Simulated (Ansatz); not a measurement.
Molecule: sum formula AlOF, net charge 0, singlet state. SMILES: [O]=[Al][F]
Geometry: optimised at B3LYP-D3(BJ)/def2-TZVP (Ansatz, a first-principles code).

Parts of the frozen-core correlation energy in STO-3G (Ansatz, hartree). Frozen orbitals: 7; correlated occupied orbitals by spin: 8 and 8; virtual: 4 and 4. No spin-orbit coupling. No relativistic terms.

| term | value |
|---|---|
| reference (HF) | -410.83597 |
| MP2 opposite-spin | -0.09290 |
| MP2 same-spin | -0.03245 |
| CCSD correlation | -0.13182 |
| (T) | -0.02027 |
| FCI minus CCSD(T) | -0.00051 |
| T1 diagnostic | 0.038 |
| largest doubles amplitude | 0.106 |
